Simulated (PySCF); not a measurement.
# Relaxation of doublet BiCl₄

Computed with UPBE0 in PySCF with Bi def2-SVP with ECP60, Cl def2-SVP; scalar-relativistic core potentials, no spin–orbit coupling; density-fitted integrals. A (50,194) grid was used.

A start displaced from a saddle point along its imaginary mode, of C4v symmetry, held to at least that symmetry:

```xyz
5
charge 0 multiplicity 2, angstrom
Bi    0.0000    0.0000    0.1673
Cl    2.5185    0.0000   -0.2500
Cl    0.0000    2.5185   -0.2500
Cl   -2.5185    0.0000   -0.2500
Cl    0.0000   -2.5185   -0.2500
```

(1) What does it relax to?

(2) How much energy is released, and in how many steps?

Results:

(1) It ends at C4v with Bi–Cl 2.507 Å (×4); Cl–Bi–Cl 87.3° (×4), Cl–Bi–Cl 155.1° (×2) (after a last refinement on a finer grid). A frequency run shows 1 imaginary mode, down to 80i cm⁻¹, so it is a saddle point. Other isomers or separated fragments may lie lower.

(2) 5.8 kJ/mol in 4 steps.

With an element this heavy the missing spin–orbit coupling can shift these numbers.

The relaxation took roughly 70 core-seconds on a shared host.
